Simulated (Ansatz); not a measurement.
Reaction (isomerisation): `O[SiH2]B([SiH3])[SiH3]` → `B[SiH]([SiH3])O[SiH3]`

Computed with Ansatz on PBE0-D4/def2-TZVP structures; ΔE is electronic, products minus reactants. CCSD(T)/CBS adds triple-zeta CCSD(T) − MP2 to the extrapolated MP2 energy (def2 sets, frozen cores). DFT in def2-TZVPP. One conformer a species, not always the lowest.

```
  level  ΔE (kJ/mol)
PBE0-D4        -99.5
 B2PLYP       -119.1
```

Problem. What does CCSD(T)/CBS give? (Best estimate.)

Solution. Ansatz gave: -112.5 kJ/mol. The listed levels differ from it by 13.0, -6.6 kJ/mol.

Largest T1 diagnostic among the species: 0.014.

In def2-TZVPP, CCSD(T) changes the Hartree–Fock value by +30.2 kJ/mol (the triples alone add +4.0 kJ/mol) and MP2 by +23.5 kJ/mol. From PBE to PBE0 (25 % exact exchange), in def2-TZVPP and without D4, ΔE moves by −8.7 kJ/mol.

CCSD(T)/CBS has its own doubt, a few kJ/mol and more with outer-core shells, so smaller differences from it don't rank the levels.
